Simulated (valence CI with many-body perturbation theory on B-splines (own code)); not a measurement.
## Run record, Tl58+

Calculated by valence CI with perturbative core correlation (CI+MBPT): five valence electrons over a frozen Dirac-Fock core [Ar], a basis of 5 s, 5 p, 4 d, 4 f functions for each j, with the one-electron correlation potential Σ1 (screened to all orders), the two-electron term Σ2, the three-electron term Σ3, Breit, model QED; selected single and double excitations, second order for the rest, scaled by the run's own slope (own B-spline code, finite nucleus).

Command, and the settings that its task file holds:

```sh
python run_cv.py task.json out
```

```
atom Tl  Z=81  mass_number=205  rms_radius_fm=5.4759
core [Ar]
valence 3d5
avg = 1
basis = S
breit = 1
cap = 20000
capref = 1200
cscale = 1
de = 0.0
dress = 0
eps = 2e-08
extrap = 1
h = 0.27
hh = 1
l2 = 3
lcore = 6
maxit = 60
n2 = 5
natural = 1
nlev = 30
nno = [2, 2, 2, 2, 0]
nroot = 26
nsp = [3, 3, 2, 2, 0]
pt2 = 1
qed = 1
rpa = 1
s1 = 1
s2 = 1
s3 = 1
screen = 1
tol = 2e-05
whole = 1
```

It took 21 s on 1 thread of Arm Neoverse V1 (shared host).

Log. The first blocks belong to the next ion, which gives the ionisation energy. Fields: 2J, parity (1 odd), roots, reference size, generating configurations, candidates as configurations/state functions, variational space P, stored matrix elements, Davidson steps; e2 is the range of second-order energies in hartree. The first line gives the box (bohr), its intervals, the orbitals and the steps of their self-consistent field. Window is the range of levels sought, series limit the energy at which the first omitted orbital would enter, core excitation an estimate of the first excitation out of the core, left out the lowest levels not solved, and shifts from estimates the range by which levels moved from their first estimate, all in cm⁻¹.

```
rmax 1.9 intervals 55 orbitals 31 references ['3d5', '3d4 4s', '3d4 4p'] scf 4 t 0.8
2J=0 par=0 roots 2 ref 17 generators 4 cand 703/1246 P 619/1115 nnz 0 it 0
2J=0 par=0 roots 2 ref 17 generators 4 cand 97/148 P 675/1212 nnz 0 it 0
   second order: generators 7 cand 946/2337 e2 -0.00001 -0.00001
reference levels 556, estimated 36, window 2273056 1/cm; series limit 31701283, core excitation 2841320
2J=5 par=0 roots 8 ref 81 generators 5 cand 816/8690 P 280/3999 nnz 4e+06 it 5
2J=5 par=0 roots 8 ref 81 generators 5 cand 710/7249 P 951/11103 nnz 2.6e+07 it 7
   second order: generators 7 cand 1202/31049 e2 -0.00001 -0.00000
2J=7 par=0 roots 6 ref 72 generators 3 cand 814/8689 P 218/3994 nnz 4.4e+06 it 4
2J=7 par=0 roots 6 ref 72 generators 3 cand 737/7249 P 905/11039 nnz 2.7e+07 it 5
   second order: generators 3 cand 50/204 e2 -0.00000 -0.00000
2J=11 par=0 roots 3 ref 35 generators 3 cand 642/4718 P 324/3994 nnz 4.2e+06 it 4
2J=11 par=0 roots 3 ref 35 generators 3 cand 515/3259 P 780/7144 nnz 1.2e+07 it 5
   second order: generators 3 cand 59/109 e2 -0.00000 -0.00000
2J=3 par=0 roots 6 ref 67 generators 3 cand 803/6598 P 325/3989 nnz 4.1e+06 it 4
2J=3 par=0 roots 6 ref 67 generators 3 cand 673/5175 P 945/8996 nnz 1.7e+07 it 5
   second order: generators 4 cand 527/11298 e2 -0.00001 -0.00000
2J=9 par=0 roots 5 ref 56 generators 3 cand 758/7142 P 262/3959 nnz 4.1e+06 it 4
2J=9 par=0 roots 5 ref 56 generators 3 cand 655/5731 P 848/9515 nnz 2e+07 it 5
   second order: generators 3 cand 69/175 e2 -0.00000 -0.00000
2J=1 par=0 roots 4 ref 39 generators 3 cand 591/2624 P 658/3996 nnz 3.5e+06 it 5
2J=1 par=0 roots 4 ref 39 generators 3 cand 302/1166 P 895/5045 nnz 5.3e+06 it 5
   second order: generators 3 cand 65/117 e2 -0.00000 -0.00000
2J=13 par=0 roots 1 ref 18 generators 1 cand 384/2179 P 513/3989 nnz 4.2e+06 it 4
2J=13 par=0 roots 1 ref 18 generators 1 cand 157/708 P 583/4329 nnz 4.9e+06 it 4
   second order: generators 1 cand 87/368 e2 -0.00000 -0.00000
left out: unestimated 3601456, estimated 2782733, shifts from estimates -566 to 710
operators 1.0
```

The Davidson iterations converged.

The last digits are not significant, and no measured levels were compared; by estimate large intervals hold to a few tenths of a per cent, small ones and those within an open d or f shell to about a per cent. The list stops below the first excitations out of the core. Only levels of the ground parity were solved; by the run's estimate the other parity begins above the list, which can be wrong where configurations are misplaced.

```yaml
Valence_energy: -1171.572 hartree
Ionisation_energy: "5969.7 eV (NIST: 5969 ± 6 eV (theoretical))"
Reference_configurations_for_the_orbitals: 3d5, 3d4 4s, 3d4 4p
Radial_orbitals: 31
Box_radius: 1.942 bohr
Largest_variational_space: 11103
Lowest_levels: (3d3/2^4 3d5/2) J=5/2 0, (3d3/2^3 3d5/2^2) J=5/2 [a] 766820, (3d3/2^3 3d5/2^2) J=7/2 [a] 868890, (3d3/2^3 3d5/2^2) J=11/2 877160, (3d3/2^3 3d5/2^2) J=3/2 [a] 888870, (3d3/2^3 3d5/2^2) J=9/2 932450, (3d3/2^3 3d5/2^2) J=5/2 [b] 970370, (3d3/2^3 3d5/2^2) J=7/2 [b] 1008500, (3d3/2^3 3d5/2^2) J=1/2 1012200, (3d3/2^3 3d5/2^2) J=3/2 [b] 1177400, (3d3/2^2 3d5/2^3) J=5/2 [a] 1624800, (3d3/2^2 3d5/2^3) J=11/2 1705600, (3d3/2^2 3d5/2^3) J=7/2 [a] 1705900, (3d3/2^2 3d5/2^3) J=9/2 [a] 1725200 cm⁻¹
```

Levels are named by their leading jj configuration (3d3/2^4 stands for four electrons in 3d with j = 3/2), which in mixed levels can hold well under half, so a name can repeat and another be missing. Letters in brackets count levels of one name in rising energy.
